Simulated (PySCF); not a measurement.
Lowest empty level (eV) of eight silicon and germanium compounds: PBE beside r2SCAN, computed with PySCF for isolated molecules in the bases named; differences from unrounded values. The eight are the first of their class met in an unordered collection, after screening for sound electronic states; none was chosen by its value. Each molecule has one DFT geometry for both levels.

```
molecule                                                     basis  r2SCAN    PBE  difference
-------------------------------------------------------  ---------  ------  -----  ----------
ethenoxy(methyl)silane (C3H8OSi), SMILES C=CO[SiH2]C     def2-TZVP   -0.14  -0.39       -0.25
1-hydroxysiletane (C3H8OSi), SMILES C1CC[SiH]1O          def2-TZVP    0.20  -0.35       -0.56
CH5F2NOSi, SMILES NC[Si](O)(F)F                          def2-TZVP    0.21  -0.48       -0.69
ethyl(silyl)silane (C2H10Si2), SMILES [SiH2](CC)[SiH3]   def2-TZVP   -0.37  -0.67       -0.30
C2H6ClFSi2, SMILES Cl[Si@H](C(F)=C)[SiH3]                def2-TZVP   -1.48  -1.64       -0.16
C3H10OSi2, SMILES C[Si@@H]1C[SiH2]CO1                    def2-TZVP    0.08  -0.33       -0.41
Ge(F)3(SiH3) (F3GeH3Si), SMILES [SiH3][Ge]([F])([F])[F]  def2-TZVP   -1.47  -1.84       -0.37
C2H4N2OSi, SMILES C1C=N[SiH](N=1)O                       def2-TZVP   -3.43  -3.54       -0.11
```

PBE lies below r2SCAN in 8 and above it in 0 of the eight; the mean signed difference is -0.36 and the largest -0.69 eV.
